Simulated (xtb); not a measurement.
xtb input file for Ga(AsH2)(F)2 (AsF2GaH2), SMILES [F][Ga]([F])[AsH2], GFN2-xTB. 

```
$ xtb mol.xyz --gfn 2 --sp --chrg 0 --uhf 0 --json
$ cat mol.xyz
6

Ga     0.57216366     0.54854803     0.01621868
As    -1.17477392    -1.11814589     0.05125171
H     -0.32607408    -1.96497653    -0.86327082
H     -1.78847318    -0.44742664    -1.14685834
F      0.35499638     2.17911048    -0.66830946
F      2.21667178     0.29935933     0.64786985
```

Log of the run:

```
[banner left out]
          |                Calculation Setup                |
           -------------------------------------------------



           -------------------------------------------------
          |                 G F N 2 - x T B                 |
           -------------------------------------------------

        Reference                      10.1021/acs.jctc.8b01176
      * Hamiltonian:
        H0-scaling (s, p, d)           1.850000    2.230000    2.230000
        zeta-weighting                 0.500000
      * Dispersion:
        s8                             2.700000
        a1                             0.520000
        a2                             5.000000
        s9                             5.000000
      * Repulsion:
        kExp                           1.500000    1.000000
        rExp                           1.000000
      * Coulomb:
        alpha                          2.000000
        third order                    shell-resolved
        anisotropic                    true
        a3                             3.000000
        a5                             4.000000
        cn-shift                       1.200000
        cn-exp                         4.000000
        max-rad                        5.000000


          ...................................................
          :                      SETUP                      :
          :.................................................:
          :  # basis functions                  30          :
          :  # atomic orbitals                  28          :
          :  # shells                           12          :
          :  # electrons                        24          :
          :  max. iterations                   250          :
          :  Hamiltonian                  GFN2-xTB          :
          :  restarted?                      false          :
          :  GBSA solvation                  false          :
          :  PC potential                    false          :
          :  electronic temp.          300.0000000     K    :
          :  accuracy                    1.0000000          :
          :  -> integral cutoff          0.2500000E+02      :
          :  -> integral neglect         0.1000000E-07      :
          :  -> SCF convergence          0.1000000E-05 Eh   :
          :  -> wf. convergence          0.1000000E-03 e    :
          :  Broyden damping             0.4000000          :
          :  net charge                          0          :
          :  unpaired electrons                  0          :
          ...................................................

 iter      E             dE          RMSdq      gap      omega  full diag
   1    -14.2150664 -0.142151E+02  0.130E+01    4.14       0.0  T
   2    -14.2231124 -0.804602E-02  0.801E+00    3.98       1.0  T
   3    -14.2229621  0.150293E-03  0.152E+00    3.93       1.0  T
   4    -14.2228526  0.109481E-03  0.120E+00    4.03       1.0  T
   5    -14.2239513 -0.109864E-02  0.491E-01    4.00       1.0  T
   6    -14.2239190  0.322056E-04  0.211E-01    3.99       1.0  T
   7    -14.2239747 -0.556682E-04  0.577E-02    4.00       1.0  T
   8    -14.2239800 -0.527939E-05  0.958E-03    4.00       4.3  T
   9    -14.2239801 -0.104942E-06  0.398E-03    4.00      10.3  T
  10    -14.2239801 -0.651704E-08  0.390E-04    4.00     104.7  T
  11    -14.2239801 -0.724345E-10  0.244E-04    4.00     167.1  T

   *** convergence criteria satisfied after 11 iterations ***

         #    Occupation            Energy/Eh            Energy/eV
      -------------------------------------------------------------
         1        2.0000           -0.7876927             -21.4342
       ...           ...                  ...                  ...
         6        2.0000           -0.4866929             -13.2436
         7        2.0000           -0.4856310             -13.2147
         8        2.0000           -0.4822289             -13.1221
         9        2.0000           -0.4818017             -13.1105
        10        2.0000           -0.4806455             -13.0790
        11        2.0000           -0.4706992             -12.8084
        12        2.0000           -0.4420076             -12.0276 (HOMO)
        13                         -0.2951363              -8.0311 (LUMO)
        14                         -0.2316383              -6.3032
        15                         -0.1627224              -4.4279
        16                         -0.0963251              -2.6211
        17                         -0.0798091              -2.1717
       ...                                ...                  ...
        28                          1.4621122              39.7861
      -------------------------------------------------------------
                  HL-Gap            0.1468713 Eh            3.9966 eV
             Fermi-level           -0.3685720 Eh          -10.0294 eV

 SCC (total)                   0 d,  0 h,  0 min,  0.004 sec
 SCC setup                      ...        0 min,  0.000 sec (  2.503%)
 Dispersion                     ...        0 min,  0.000 sec (  1.179%)
 classical contributions        ...        0 min,  0.000 sec (  0.527%)
 integral evaluation            ...        0 min,  0.001 sec ( 14.910%)
 iterations                     ...        0 min,  0.002 sec ( 53.816%)
 molecular gradient             ...        0 min,  0.001 sec ( 22.562%)
 printout                       ...        0 min,  0.000 sec (  4.236%)

         :::::::::::::::::::::::::::::::::::::::::::::::::::::
         ::                     SUMMARY                     ::
         :::::::::::::::::::::::::::::::::::::::::::::::::::::
         :: total energy             -14.206035239069 Eh    ::
         :: gradient norm              0.000394838259 Eh/a0 ::
         :: HOMO-LUMO gap              3.996570774672 eV    ::
         ::.................................................::
         :: SCC energy               -14.223978953479 Eh    ::
         :: -> isotropic ES            0.048556343643 Eh    ::
         :: -> anisotropic ES          0.000493989961 Eh    ::
         :: -> anisotropic XC         -0.000476269229 Eh    ::
         :: -> dispersion             -0.003050826394 Eh    ::
         :: repulsion energy           0.017943714410 Eh    ::
         :: add. restraining           0.000000000000 Eh    ::
         :: total charge              -0.000000000000 e     ::
         :::::::::::::::::::::::::::::::::::::::::::::::::::::

           -------------------------------------------------
          |                Property Printout                |
           -------------------------------------------------

    * Orbital Energies and Occupations

         #    Occupation            Energy/Eh            Energy/eV
      -------------------------------------------------------------
         1        2.0000           -0.7876927             -21.4342
         2        2.0000           -0.7857160             -21.3804
         3        2.0000           -0.6819032             -18.5555
         4        2.0000           -0.5509603             -14.9924
         5        2.0000           -0.5018951             -13.6573
         6        2.0000           -0.4866929             -13.2436
         7        2.0000           -0.4856310             -13.2147
         8        2.0000           -0.4822289             -13.1221
         9        2.0000           -0.4818017             -13.1105
        10        2.0000           -0.4806455             -13.0790
        11        2.0000           -0.4706992             -12.8084
        12        2.0000           -0.4420076             -12.0276 (HOMO)
        13                         -0.2951363              -8.0311 (LUMO)
Note: The following floating-point exceptions are signalling: IEEE_DENORMAL
normal termination of xtb
        14                         -0.2316383              -6.3032
        15                         -0.1627224              -4.4279
        16                         -0.0963251              -2.6211
        17                         -0.0798091              -2.1717
        18                         -0.0554393              -1.5086
        19                          0.0207506               0.5647
        20                          0.0620744               1.6891
        21                          0.0733426               1.9958
        22                          0.2540769               6.9138
        23                          0.2828278               7.6961
       ...                                ...                  ...
        28                          1.4621122              39.7861
      -------------------------------------------------------------
                  HL-Gap            0.1468713 Eh            3.9966 eV
             Fermi-level           -0.3685720 Eh          -10.0294 eV

     #   Z          covCN         q      C6AA      α(0)
     1  31 Ga       2.296     0.243   212.564    32.696
     2  33 As       2.855     0.243   207.380    26.393
     3   1 H        0.971     0.032     2.555     2.498
     4   1 H        0.971     0.039     2.449     2.446
     5   9 F        0.692    -0.279    12.103     4.107
     6   9 F        0.692    -0.278    12.092     4.106

 Mol. C6AA /au·bohr⁶  :       1470.150795
 Mol. C8AA /au·bohr⁸  :     100258.955734
 Mol. α(0) /au        :         72.245526


Wiberg/Mayer (AO) data.
largest (>0.10) Wiberg bond orders for each atom

 ---------------------------------------------------------------------------
     #   Z sym  total        # sym  WBO       # sym  WBO       # sym  WBO
 ---------------------------------------------------------------------------
     1  31 Ga   3.204 --     6 F    1.106     5 F    1.104     2 As   0.878
     2  33 As   3.001 --     4 H    0.939     3 H    0.933     1 Ga   0.878
                             5 F    0.125     6 F    0.125
     3   1 H    0.999 --     2 As   0.933
     4   1 H    0.998 --     2 As   0.939
     5   9 F    1.263 --     1 Ga   1.104     2 As   0.125
     6   9 F    1.265 --     1 Ga   1.106     2 As   0.125
 ---------------------------------------------------------------------------

Topologies differ in total number of bonds
Writing topology from bond orders to xtbtopo.mol

molecular dipole:
                 x           y           z       tot (Debye)
 q only:       -1.783      -1.721      -0.094
   full:       -1.574      -1.550      -0.220       5.644
molecular quadrupole (traceless):
                xx          xy          yy          xz          yz          zz
 q only:       -1.263       0.251      -1.186      -1.371       2.224       2.449
  q+dip:       -2.695      -2.756      -2.127      -1.138       2.896       4.823
   full:       -3.258      -2.458      -2.569      -1.882       4.486       5.828


           -------------------------------------------------
          | TOTAL ENERGY              -14.206035239069 Eh   |
          | GRADIENT NORM               0.000394838259 Eh/α |
          | HOMO-LUMO GAP               3.996570774672 eV   |
           -------------------------------------------------

------------------------------------------------------------------------
------------------------------------------------------------------------
 total:
 SCF:
```

Self-consistency was reached.
